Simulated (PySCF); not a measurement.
[Te2]2- (charge -2).
Cartesian coordinates in Å at the PBE0-D3(BJ)/def2-SVP level; atoms count from 1:
```
atom  x, y, z in Å
Te1    1.0590    0.3654    0.9024
Te2   -1.0590   -0.3654   -0.9024
```

Theory: PBE0-D3(BJ)/def2-SVP geometry optimisation, gas phase, def2 core potentials past Kr (PySCF 2.14.0).

Masses are those of the commonest isotopes; rigid-rotor values at the optimised geometry. 

Problem. What are the moment of inertia and the rotational constant?

Solution. I = 537.606 u·Å², B = 505379 MHz·u·Å²/I = 940.1 MHz (0.0314 cm⁻¹, or 0.045 K as hB/k). For two atoms I = μr² with μ = 64.9531 u and r = 2.8769 Å.

Problem. List the first levels of a rigid rotor in a Σ state.

Solution. E(J) = BJ(J+1): J = 1: 0.063, J = 2: 0.188, J = 3: 0.376, J = 4: 0.627, J = 5: 0.941, J = 6: 1.317 cm⁻¹. The exchanged nuclei have no spin, so only every second level exists.

Problem. Has it a pure rotational spectrum?

Solution. Not by electric dipole: D∞h allows no dipole (computed 0.00 D). Rotational Raman lines (ΔJ = 2) lie at B(4J + 6), spaced by 8B = 0.251 cm⁻¹ as every second level is missing.

Problem. Estimate the classical rotational partition function at 10 K, 50 K and 500 K.

Solution. Point group D∞h, symmetry number σ = 2; q = kT/(σhB), k/h = 20836.6 MHz/K: 111 at 10 K, 554 at 50 K, 5540 at 500 K.

No PBE0-D3(BJ)/def2-SVP frequencies stand behind this structure, so it isn't proved a minimum. Whether so highly charged an anion holds all its electrons in the gas phase wasn't checked; a finite basis holds them in any case. No counter-ion or solvent screens the charge of this multiply charged ion. These are rigid-rotor constants of the computed structure; measured ground-state constants (B0) also hold zero-point vibration.

Hardware: one thread, Arm Neoverse V2 (shared host). Cost: 3.7 s wall. That covers the optimisation of the geometry.
